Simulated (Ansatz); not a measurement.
Molecule: CH6Cl2OSi2, charge 0, multiplicity 1. 
Coordinates optimised at B3LYP-D3(BJ)/def2-TZVP (Ansatz, an electronic-structure program):
SMILES: C[SiH2]O[SiH](Cl)Cl
```xyz
12

C     -2.4961    -0.6173     0.1888
Si    -1.7689     0.8393     1.0904
O     -0.1560     1.0012     0.7277
Si     1.0860     0.3490    -0.0540
Cl     0.6935     0.2709    -2.0692
Cl     1.4088    -1.5704     0.6052
H     -3.5574    -0.7203     0.4271
H     -2.4008    -0.4958    -0.8917
H     -1.9933    -1.5435     0.4733
H     -1.8725     0.6704     2.5563
H     -2.4287     2.1026     0.6950
H      2.2981     1.1374     0.1641
```
Charge 0, spin multiplicity 1.

Basis-set convergence of Hartree-Fock and CCSD(T) correlation energies (hartree) with Ansatz. Cores are frozen in the correlated levels unless marked. Spin-orbit coupling is left out. No relativistic terms.

```
basis        functions        E(HF)  E(corr, CCSD(T))
-----------  ---------  -----------  ----------------
cc-pV(D+d)Z        150  -1613.33271          -0.88247
cc-pV(T+d)Z        300  -1613.44345          -1.13779
cc-pV(Q+d)Z        546  -1613.46755          -1.22407
```

Extrapolating the two largest sets (X = 3 and 4) as X^-3: E(corr) = (64·(-1.22407) - 27·(-1.13779))/37 = -1.2870 Eh, an estimate of the basis-set limit. The largest set recovers 95.1 % of it, the smallest 68.6 %.
